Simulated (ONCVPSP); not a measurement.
# An all-electron radial function and its pseudo partner (Ru (Z = 44))

Columns: radius, all-electron u(r) and pseudo u(r) of the 4p shell (level -80.72 eV) of ruthenium in the configuration [Ar] 3d10 4s2 4p6 4d5; PBE, scalar-relativistic, ONCV scheme, ONCVPSP 4.0.1.

| r (bohr) | all-electron | pseudo |
| --- | --- | --- |
| 0.085 | 0.3606 | 0.0164 |
| 0.170 | -0.1314 | 0.0671 |
| 0.255 | -0.5342 | 0.1529 |
| 0.340 | -0.5334 | 0.2682 |
| 0.425 | -0.2650 | 0.3999 |
| 0.510 | 0.0961 | 0.5345 |
| 0.595 | 0.4405 | 0.6648 |
| 0.680 | 0.7172 | 0.7900 |
| 0.765 | 0.9118 | 0.9067 |
| 0.850 | 1.0289 | 1.0032 |
| 0.935 | 1.0803 | 1.0629 |
| 1.020 | 1.0813 | 1.0756 |
| 1.105 | 1.0459 | 1.0454 |
| 1.190 | 0.9867 | 0.9867 |
| 1.275 | 0.9131 | 0.9131 |
| 1.360 | 0.8325 | 0.8325 |
| 1.445 | 0.7500 | 0.7501 |
| 1.530 | 0.6693 | 0.6693 |
| 1.615 | 0.5924 | 0.5924 |
| 1.700 | 0.5209 | 0.5209 |
| 1.785 | 0.4554 | 0.4554 |
| 1.870 | 0.3963 | 0.3963 |
| 1.955 | 0.3434 | 0.3434 |
| 2.040 | 0.2965 | 0.2965 |
| 2.125 | 0.2552 | 0.2552 |
| 2.210 | 0.2190 | 0.2190 |

Problem. How many radial nodes do the two functions have?

Solution. The all-electron 4p function has n − l − 1 = 2; the pseudo-wave has 0, since the states of the same l below it are removed with the core.

Problem. At about which radius was the pseudo-wave matched?

Solution. 1.20 bohr. The columns agree to 0.0005 from 1.10 bohr on; several derivatives are matched, so the curves merge somewhat inside the radius.

Problem. Is the pseudo-wave norm-conserving?

Solution. Yes: the ONCV scheme keeps the norm inside the radius equal to the all-electron one, which fixes the energy derivative of the logarithmic derivative at the level.
